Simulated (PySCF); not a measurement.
# An excited-state table with gaps

n-GeSiSiSiSiSiH14.
Geometry (PBE0-D3(BJ)/def2-SVP, Å), atoms numbered from 1 in this order:
```
atom  x, y, z in Å
Ge1   -1.2679   -0.7476    2.2842
Si2   -0.6794    1.5006    1.7435
Si3   -0.8102    1.9323   -0.5630
Si4    1.2379    1.3662   -1.5573
Si5    1.8298   -0.7833   -0.8343
Si6    0.0840   -2.2524   -1.3838
H7    -0.2374   -1.7486    1.7302
H8    -2.6461   -1.0899    1.6888
H9    -1.3339   -0.9200    3.8141
H10    0.7117    1.7800    2.2233
H11   -1.6147    2.4071    2.4830
H12   -1.1188    3.3784   -0.7998
H13   -1.9109    1.1128   -1.1618
H14    2.2713    2.3642   -1.1348
H15    1.1282    1.3930   -3.0506
H16    2.0311   -0.7451    0.6489
H17    3.1030   -1.2412   -1.4749
H18   -1.2301   -1.6515   -0.9971
H19    0.2326   -3.5709   -0.6954
H20    0.0822   -2.4700   -2.8638
```

The calculation used TDDFT wB97X-D/def2-SVPD, vertical, gas phase, core orbitals frozen in the response in PySCF 2.14.0, density-fitted response routines. Relativistic effects, spin–orbit coupling among them, are left out although an element past zinc is present.

Lowest singlets, with some entries withheld (?).

```tsv
state	E (eV)	f	main configurations (H = HOMO, L = LUMO)
S1	6.34	0.024	H→L (84%)
S2	6.52	0.052	H→L+1 (31%), H-1→L+1 (17%), H-1→L (15%)
S3	6.59	0.054	H-1→L (30%), H→L+2 (20%), H→L+1 (19%)
S4	6.74	0.048	H-1→L (30%), H-1→L+1 (22%), H→L+2 (16%)
S5	6.98	0.034	H→L+2 (35%), H→L+1 (16%), H-2→L+1 (9%)
S6	7.03	0.025	H-2→L (36%), H-1→L+2 (14%)
S7	7.07	0.010	H-1→L+3 (20%), H-1→L+1 (20%), H→L+3 (15%)
S8	7.09	0.038	H→L+3 (40%), H→L+4 (16%)
S9	?	0.181	H→L+4 (36%), H-1→L+3 (16%), H→L+7 (8%)
S10	?	0.106	H-2→L (28%), H-1→L+2 (16%), H-1→L+4 (9%)
S11	?	0.160	H-3→L (29%), H-1→L+6 (9%)
S12	?	0.137	H-3→L (29%), H-1→L+4 (26%)
S13	?	0.017	H-2→L+1 (17%), H-2→L+3 (13%), H-1→L+6 (9%)
S14	?	0.017	H-1→L+5 (22%), H→L+9 (14%), H-2→L+4 (10%)
S15	?	0.096	H-2→L+2 (28%)
```

**Question.** Supply the missing values.

**Answer.** 
- S9: E = 7.15 eV
- S10: E = 7.19 eV
- S11: E = 7.28 eV
- S12: E = 7.30 eV
- S13: E = 7.36 eV
- S14: E = 7.41 eV
- S15: E = 7.47 eV

**Question.** What is the mean static polarisability from the same response equations?

**Answer.** 183.8 au (27.23 Å³), with principal values 158.6, 192.6 and 200.2 au.

**Question.** Where do the lowest triplets lie (Tamm–Dancoff)?

**Answer.** T1 5.77 eV, H→L (79%); T2 5.89 eV, H→L+1 (46%), H-1→L (14%); T3 5.97 eV, H-1→L (31%), H-1→L+1 (16%), H-1→L+2 (8%); T4 6.04 eV, H-1→L+1 (29%), H-1→L (14%), H→L+2 (12%). E(S1) − E(T1) = +0.57 eV.

**Question.** How far apart are S10 and S11, in eV and cm⁻¹?

**Answer.** 7.281 − 7.189 = 0.092 eV, or about 750 cm⁻¹.

One conformer stands for the species.
